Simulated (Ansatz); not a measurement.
The cluster TaO₃H. Charge 0, multiplicity 1. Geometry r2SCAN-D4/def2-TZVP, basis def2-TZVP, Ansatz.

```xyz
5

Ta    1.027    0.062   -0.583
O     2.028    1.336   -0.041
O    -1.179   -0.724   -0.239
O    -0.610    0.548    0.269
H    -1.266   -1.222    0.593
```

| run | HOMO (eV) | LUMO (eV) |
| --- | --- | --- |
| A | -4.88 | -3.77 |
| B | -4.85 | -3.39 |
| C | -4.71 | -3.31 |
| D | -5.63 | -2.56 |
| E | -4.68 | -3.52 |

In the def2 sets Ta takes a core potential; there is no spin–orbit coupling. The structure holds one bond between oxygen atoms, so isomers without such links may lie far lower. No other spin state of charge 0 was run. Another isomer (singlet) lies 0.50 eV lower at PBE0-D4/def2-TZVP; other spin states weren't run for this one.

The runs used B97M-V, LDA (SPW92), PBE, PBE0, r2SCAN. Estimate which is which.

A LDA (SPW92) (0 % exact exchange); B r2SCAN (0 % exact exchange); C B97M-V (0 % exact exchange); D PBE0 (25 % exact exchange); E PBE (0 % exact exchange). Exact exchange lowers occupied and raises empty levels; among semilocal functionals meta-GGAs tend to open the gap a little, and such runs are hard to tell apart. The gap grows from 1.11 eV (LDA (SPW92)) to 3.07 eV (PBE0). The restricted singlet is unstable towards broken spin symmetry in Hartree–Fock (as tested in another run); at LDA (SPW92)/def2-TZVP, r2SCAN-D4/def2-TZVP, B97M-V/def2-TZVP, PBE0-D4/def2-TZVP and others this wasn't settled.
